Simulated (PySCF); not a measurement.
Working out the ionisation energy of Si⁺

Si⁺ [Ne] 3s2 3p1 (2P) → Si²⁺ [Ne] 3s2 (1S). Calculation: PySCF 2.14, in x2c-QZVPPall with one added diffuse shell each of s, p, d, f type (10s7p5d3f1g, 86 functions); the spin-free X2C one-electron Hamiltonian (Gaussian nucleus). Frozen: 1s2. Energies in hartree (1 hartree = 27.21139 eV):

| part | Si⁺ (lower) | Si²⁺ (upper) |
| --- | --- | --- |
| UHF | -289.183103 | -288.601186 |
| CCSD correlation | -0.239277 | -0.224725 |
| (T) | -0.003389 | -0.002373 |

Q: What does Hartree-Fock give?

A: (-288.601186) − (-289.183103) = 0.581917 hartree = 15.835 eV.

Q: What do CCSD and CCSD(T) give?

A: The CCSD correlation energies differ by 0.014552 hartree = 0.396 eV and the triples by 0.001016 hartree = 0.028 eV, so CCSD gives 16.231 eV and CCSD(T) 16.259 eV.

Measured between the centres of the two terms (NIST): 16.322 eV, so CCSD(T) (valence and next inner shell) is off by -0.063 eV.

What remains against the reference includes basis incompleteness, the frozen core and higher excitations.
